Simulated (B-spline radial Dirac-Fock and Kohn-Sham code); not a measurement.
# Ionisation energies of scandium ions, computed and tabulated

The computed values come from a radial B-spline solver: Dirac-Fock ΔSCF + Breit + QED. Each value is the difference of the configuration-average energies of two neighbouring ions in their tabulated ground configurations. The model has no electron correlation. NIST's values refer to the lowest levels; many for high charge states are themselves semi-empirical or theoretical. Where a p, d or f shell is open in either ion the computed value averages over both j values and all terms, while the table refers to the lowest levels; that difference holds spin-orbit splitting (largest in heavy or highly charged ions), term energies where several electrons share open shells, and correlation, and it can reach 10 % or more.

```
 ion  configuration  computed (eV)      NIST (eV)            kind  NIST − computed (eV)
  Sc   [Ar] 3d1 4s2           5.52        6.56149        measured                 +1.04
 Sc⁺   [Ar] 3d1 4s1          12.08       12.79977        measured                 +0.72
Sc²⁺       [Ar] 3d1          23.74       24.75684        measured                 +1.02
Sc³⁺   [Ne] 3s2 3p6          72.49        73.4894        measured                 +1.00
Sc⁴⁺   [Ne] 3s2 3p5          91.75   91.95 ± 0.03  semi-empirical                 +0.20
Sc⁵⁺   [Ne] 3s2 3p4          112.1  110.68 ± 0.05  semi-empirical                 -1.40
Sc⁶⁺   [Ne] 3s2 3p3          133.4  137.99 ± 0.25  semi-empirical                 +4.55
Sc⁷⁺   [Ne] 3s2 3p2          155.8  158.08 ± 0.25  semi-empirical                 +2.28
Sc⁸⁺   [Ne] 3s2 3p1          179.1  180.03 ± 0.12        measured                 +0.89
```

Task: Where in this range is the largest relative jump, and why?

Result: From Sc²⁺ (23.74 eV) to Sc³⁺ (72.49 eV), a factor of 3.05. The configuration goes from [Ar] 3d1 to [Ne] 3s2 3p6, so the next electron comes out of a deeper subshell.
